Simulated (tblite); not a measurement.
Species: C₅H₁₃NSi₂.
Atom-mapped SMILES: `[CH:1]#[C:2][Si@:3]([NH2:4])([CH2:5][CH3:6])[CH2:7][SiH3:8]` (hydrogens: H9 on C1; H10, H11 on N4; H12, H13 on C5; H14, H15, H16 on C6; H17, H18 on C7; H19, H20, H21 on Si8)

The geometry is computed with GFN2-xTB (gas phase).

Task: What internal coordinates does the optimisation give?

Result: 
| bond | length (pm) | order |
| --- | --- | --- |
| C1≡C2 | 120.2 | triple |
| C2–Si3 | 186.5 | single |
| Si3–N4 | 173.2 | single |
| Si3–C5 | 190.2 | single |
| C5–C6 | 152.3 | single |
| Si3–C7 | 190.2 | single |
| C7–Si8 | 189.5 | single |
| C1–H9 | 105.3 | single |
| N4–H10, N4–H11 | 100.7 | single |
| C5–H12 | 109.1 | single |
| C5–H13 | 109.0 | single |
| C6–H14, C6–H15, C6–H16 | 108.8 | single |
| C7–H17 | 109.0 | single |
| C7–H18 | 108.9 | single |
| Si8–H19, Si8–H20, Si8–H21 | 146.6 | single |

Bonds in one row agree within 1 pm and their mean is given. Orders are formal, as drawn. A selection of angles:
| angle | degrees |
| --- | --- |
| C1–C2–Si3 | 178.7 |
| C2–Si3–N4 | 114.6 |
| C2–Si3–C5 | 107.1 |
| C2–Si3–C7 | 108.1 |
| N4–Si3–C5 | 106.7 |
| N4–Si3–C7 | 106.8 |
| C5–Si3–C7 | 113.8 |
| Si3–C5–C6 | 112.9 |
| Si3–C7–Si8 | 115.3 |
| H10–N4–Si3 | 119.1 |
| H11–N4–Si3 | 119.0 |

Dihedral angles: C2–Si3–C5–C6 -173° (antiperiplanar); C2–Si3–C7–Si8 65° (synclinal).

The 2 C–C bonds span 1.202 Å (C1≡C2, drawn triple) to 1.523 Å (C5–C6, drawn single), a spread of 0.321 Å. The 4 C–Si bonds span 1.865 Å (C2–Si3, drawn single) to 1.902 Å (Si3–C5, drawn single), a spread of 0.037 Å. Si8 (SiH3 silicon) is tetrahedral (angles from 108.2° to 110.4°). N4 (silicon-bound nitrogen) is pyramidal (angles 119.1°, 119.0° and 109.9°, sum 348.0°, 0.24 Å off the plane of its three neighbours). Si3 (four-coordinate silicon) is distorted tetrahedral (angles from 106.7° to 114.6°).

Point group: C1 (no symmetry element, even within 0.4 Å). Its GFN2-xTB frequencies are all real (lowest 44 cm⁻¹). The numbers are those of one conformer (C2–Si3–N4–H -70° and 69°, C2–Si3–C5–C6 -173°, C2–Si3–C7–Si8 65°).
